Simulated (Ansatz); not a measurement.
`FC(F)(F)[O][GeH3]` + `C[SeH]` → `C[Se]C(F)(F)F` + `[OH][GeH3]` at 298.15 K and 1 bar (substitution at a C–O bond).

Calculated with Ansatz (gas phase, PBE0-D4/def2-TZVP geometries, no zero-point term in ΔE). CCSD(T)/CBS is the MP2 limit (def2-TZVPP, def2-QZVPP) plus CCSD(T) − MP2 in def2-TZVPP, frozen cores. For Ge, Se outer-core shells are correlated without core-valence functions, which leaves a few kJ/mol of doubt a bond. Scalar relativity is left out up to krypton.

| species | CCSD(T)/CBS energy (Eh) | H − E (kJ/mol) | S (J/(mol·K)) |
| --- | --- | --- | --- |
| `FC(F)(F)[O][GeH3]` | -2490.53861 | 132.7 | 361.2 |
| `C[SeH]` | -2441.15625 | 129.5 | 267.5 |
| `C[Se]C(F)(F)F` | -2777.98277 | 157.1 | 357.6 |
| `[OH][GeH3]` | -2153.69723 | 109.3 | 272.0 |

H − E and S are ideal-gas, rigid-rotor, harmonic terms from PBE0-D4/def2-TZVP, for one conformer and one mirror image of each species. 1 Eh = 2625.50 kJ/mol, R = 8.31446 J/(mol·K).

By hand: ΔE, ΔH, ΔS and ΔG.

ΔE = (-2777.98277) + (-2153.69723) − (-2490.53861) − (-2441.15625) = 0.01486 Eh = 39.0 kJ/mol. Δ(H − E) = 157.1 + 109.3 − 132.7 − 129.5 = 4.2, so ΔH = 43.2 kJ/mol. ΔS = 357.6 + 272.0 − 361.2 − 267.5 = 0.9 J/(mol·K). ΔG = 43.2 − 298.15 × (0.9)/1000 = 42.9 kJ/mol.

By hand: the equilibrium constant, and the temperature at which ΔG would vanish if ΔH and ΔS stayed fixed.

log₁₀ K = −ΔG/(RT ln 10) = -7.5. ΔG = 0 at ΔH/ΔS = 48000 K, far beyond where these terms or the molecules hold.

The number of gas molecules stays the same, so ΔS is small and ΔH decides. A doubt of 5 kJ/mol in ΔE shifts log₁₀ K by 0.9 here. Other conformers and mirror images would add mixing entropy, several J/(mol·K) or more a flexible species. Modes under 60 cm⁻¹, often nearly free rotors, make the harmonic entropy too high. These are equilibria of isolated gas molecules and say nothing of rates. Largest T1 diagnostic: 0.012 (customary marks: 0.02 for closed shells, 0.045 for open ones).
